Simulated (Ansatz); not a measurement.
Molecule: NbF, net charge 0, quintet state. SMILES: [F][Nb]
Coordinates optimised at B3LYP-D3(BJ)/def2-TZVP (Ansatz, a quantum-chemistry and plane-wave program):
```
Nb
F 1 1.8876
```
Charge 0, spin multiplicity 5.

Wanted: size of the dipole moment, in D. Conventions: LANL2DZ with its own core potentials from Na on; def2 sets with scalar-relativistic core potentials past Kr; STO-3G and 3-21G all-electron and non-relativistic; no spin-orbit coupling; open shells spin-unrestricted; six Cartesian d functions in 6-31G* and its kin unless marked 5d. Ab initio and DFT rows: single points at B3LYP-D3(BJ) geometries (Ansatz). The spin state of an ion or metal species was assumed, not searched.

```json
[
 {"level": "SVWN5/6-31G* with LANL2DZ past Ar", "program": "Ansatz", "size of the dipole moment (D)": "2.09"},
 {"level": "PBE/STO-3G", "program": "Ansatz", "size of the dipole moment (D)": "1.16"},
 {"level": "PBE/3-21G", "program": "Ansatz", "size of the dipole moment (D)": "1.79"},
 {"level": "PBE/LANL2DZ", "program": "Ansatz", "size of the dipole moment (D)": "2.78"},
 {"level": "PBE/def2-SVP", "program": "Ansatz", "size of the dipole moment (D)": "2.42"},
 {"level": "PBE/6-31G* with LANL2DZ past Ar", "program": "Ansatz", "size of the dipole moment (D)": "2.18"},
 {"level": "BLYP/6-31G* with LANL2DZ past Ar", "program": "Ansatz", "size of the dipole moment (D)": "2.12"},
 {"level": "B3LYP/STO-3G", "program": "Ansatz", "size of the dipole moment (D)": "1.48"},
 {"level": "B3LYP/3-21G", "program": "Ansatz", "size of the dipole moment (D)": "2.13"},
 {"level": "B3LYP/LANL2DZ", "program": "Ansatz", "size of the dipole moment (D)": "3.17"},
 {"level": "B3LYP/def2-SVP", "program": "Ansatz", "size of the dipole moment (D)": "2.75"},
 {"level": "B3LYP/6-31G* with LANL2DZ past Ar", "program": "Ansatz", "size of the dipole moment (D)": "2.53"},
 {"level": "PBE0/6-31G* with LANL2DZ past Ar", "program": "Ansatz", "size of the dipole moment (D)": "2.68"}
]
```

No value to compare with is used here. The 13 habitual levels span 1.16 (PBE/STO-3G) to 3.17 D (B3LYP/LANL2DZ).

The levels are drawn from those run, B3LYP/6-31G* more often than the rest, none by its result; left out are runs that failed, that the program found above a lower state of the same kind, or whose <S^2> lies over 0.5 above the pure value.
